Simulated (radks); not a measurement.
All-electron atom: Te III in [Kr] 4d10 5s2 5p2. Calculated with a radial shooting solver on a logarithmic mesh with Libxc functionals: scalar-relativistic Kohn-Sham, PBE, spin-polarised, spherical densities, point nucleus; open shells are filled with parallel spins first (spin-orbit coupling, left out, can overturn this in heavy ions).

Normalised radial functions P(r) = r R(r), r in bohr:

```
   r/bohr * 4p down, o 5p up (the largest magnitude, 1.27, reaches the edge; | marks zero, & curves that meet)
 0.004632                             &
 0.006129                             o*
 0.008175                             o*
  0.01082                             |o*
  0.01443                             |o*
  0.01924                             |o  *
  0.02546                             | o  *
  0.03395                             | o    *
  0.04493                             |  o     *
  0.05992                             |  o      *
  0.07992                             |  o     *
   0.1057                             |o  *
    0.141                         *  o|
   0.1866                 *       o   |
   0.2489              *         o    |
    0.332                      *    o |
   0.4392                             |  o    *
   0.5858                             |      o               *
   0.7751                             |     o                    *
    1.034                            o|                   *
    1.368                   o         |         *
    1.824             o               |  *
    2.433              o              |*
     3.22                   o         *
    4.294                         o   *
    5.682                            o*
    7.578                             &
```

4p down: eigenvalue -133.65 eV, 2 radial nodes at r = 0.123, 0.384 bohr, <r> = 0.820 bohr, 90 % of the charge inside 1.20 bohr. 5p up: eigenvalue -23.057 eV, 3 radial nodes at r = 0.122, 0.372, 0.995 bohr, <r> = 2.33 bohr, 90 % of the charge inside 3.40 bohr.
